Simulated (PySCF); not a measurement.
A run for PySCF: D3(BJ) and D4 dispersion corrections on C3H4O (a complex), monomers drawn apart or pushed together.

```python
from pyscf import gto
from pyscf.dispersion import dftd3, dftd4

mol = gto.M(
    atom='''
    C     0.55286186    0.37814664    0.23238373
    C    -0.51979850   -0.33351269   -0.08030164
    H     0.50620268    1.45305112    0.35926049
    H     1.52180358   -0.08345295    0.37739485
    H    -0.47307577   -1.40849635   -0.20638181
    H    -1.48923763    0.12873788   -0.22186758
    C     0.56470928   -0.00614230    3.29437127
    O    -0.50962481   -0.07454094    3.62141228
    ''',
    basis='def2-svp',
    charge=0, spin=0, verbose=0, max_memory=1800)
d3, d4 = {}, {}
for xc in ['hf', 'pbe', 'blyp', 'revpbe', 'tpss', 'r2scan', 'b3lyp', 'pbe0', 'bhlyp', 'camb3lyp', 'b2plyp']:
    d3[xc] = float(dftd3.DFTD3Dispersion(mol, xc=xc, version='d3bj', atm=False).get_dispersion()['energy'])
    print(f'D3(BJ) {xc:10s} {d3[xc]:14.8f} Eh')
for xc in ['hf', 'pbe', 'blyp', 'revpbe', 'tpss', 'r2scan', 'b3lyp', 'pbe0', 'bhlyp', 'camb3lyp', 'b2plyp']:
    d4[xc] = float(dftd4.DFTD4Dispersion(mol, xc={'camb3lyp': 'cam-b3lyp'}.get(xc, xc), atm=True).get_dispersion()['energy'])
    print(f'D4     {xc:10s} {d4[xc]:14.8f} Eh')
```

Output:

```
D3(BJ) hf            -0.03264918 Eh
D3(BJ) pbe           -0.00423951 Eh
D3(BJ) blyp          -0.00863986 Eh
D3(BJ) revpbe        -0.01067235 Eh
D3(BJ) tpss          -0.00529151 Eh
D3(BJ) r2scan        -0.00126129 Eh
D3(BJ) b3lyp         -0.00703353 Eh
D3(BJ) pbe0          -0.00365269 Eh
D3(BJ) bhlyp         -0.00532078 Eh
D3(BJ) camb3lyp      -0.00324337 Eh
D3(BJ) b2plyp        -0.00319547 Eh
D4     hf            -0.01271623 Eh
D4     pbe           -0.00359151 Eh
D4     blyp          -0.00779463 Eh
D4     revpbe        -0.01171703 Eh
D4     tpss          -0.00483813 Eh
D4     r2scan        -0.00099085 Eh
D4     b3lyp         -0.00564028 Eh
D4     pbe0          -0.00306416 Eh
D4     bhlyp         -0.00395494 Eh
D4     camb3lyp      -0.00308059 Eh
D4     b2plyp        -0.00254281 Eh
```

The run finished.

Cost: very roughly 0.04 core-seconds.
